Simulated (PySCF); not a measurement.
Species: C₈H₇B.
InChI=1S/C8H7B/c1-2-8-5-3-4-6-9-7-8/h1,3-7,9H

A linear-response calculation (PySCF, def2-SVPD basis, gas phase, vertical, core orbitals frozen in the response) gave these numbers; the functional is withheld.

Orbital energies (eV): HOMO-3 -8.61, HOMO-2 -8.01, HOMO-1 -7.41, HOMO -7.07, LUMO -2.46, LUMO+1 -2.13, LUMO+2 0.20.

```json
{"state": "S1", "E (eV)": "4.10", "f": "0.0099", "main configurations (H = HOMO, L = LUMO)": "H-1→L (49%), H→L+1 (48%)"}
{"state": "S2", "E (eV)": "4.41", "f": "0.030", "main configurations (H = HOMO, L = LUMO)": "H→L (79%), H-1→L+1 (16%)"}
{"state": "S3", "E (eV)": "4.49", "f": "0.0000", "main configurations (H = HOMO, L = LUMO)": "H-2→L (90%), H-2→L+1 (9%)"}
{"state": "S4", "E (eV)": "4.94", "f": "0.300", "main configurations (H = HOMO, L = LUMO)": "H-1→L+1 (72%), H→L (15%)"}
{"state": "S5", "E (eV)": "4.97", "f": "0.0002", "main configurations (H = HOMO, L = LUMO)": "H-2→L+1 (85%), H-2→L (8%)"}
{"state": "S6", "E (eV)": "5.01", "f": "0.0001", "main configurations (H = HOMO, L = LUMO)": "H-3→L (97%)"}
```

Triplets (Tamm–Dancoff): T1 2.73 eV, H→L (89%); T2 3.26 eV, H→L+1 (52%), H-1→L (36%); T3 3.61 eV, H-1→L (58%), H→L+1 (26%), H-1→L+1 (12%); T4 3.85 eV, H-1→L+1 (70%), H→L+1 (18%).

Vertical ionisation energy by ΔSCF with the same functional: 8.89 eV. Mean static polarisability: 117.0 au.

Question: Which of these was used?
A. PBE
B. HF
C. B3LYP
D. wB97X-D

Answer: C. B3LYP is a global hybrid with 20% exact exchange. In this run −ε(HOMO) = 7.07 eV differs from the ΔSCF value by -1.82 eV, and S1 differs from the orbital gap of 4.61 eV by -0.51 eV. The ratio −ε(HOMO)/IP is 0.80. Small neutral molecules mostly give 0.67 to 0.83 with B3LYP, 0.5 to 0.7 with PBE, 0.89 to 0.99 with wB97X-D; Hartree–Fock can't fall below 1, since the ion's relaxation only lowers the ΔSCF value. The other options: PBE, a GGA without exact exchange; HF, time-dependent Hartree–Fock, 100% exact exchange; wB97X-D, range-separated, 22% exact exchange at short range and 100% at long range (ω = 0.2 bohr⁻¹).

Computed, not measured: TDDFT B3LYP/def2-SVPD, vertical, gas phase, core orbitals frozen in the response (PySCF). Geometry: PBE0-D3(BJ)/def2-SVP; no solvent, vibrations or thermal averaging.

The run took 4.5 min (with the writing of density and orbital grids) on an Arm Neoverse V2 with one thread, shared host with 48 logical CPUs at a one-minute load of 22, and the process peaked at 1.1 GiB of memory.
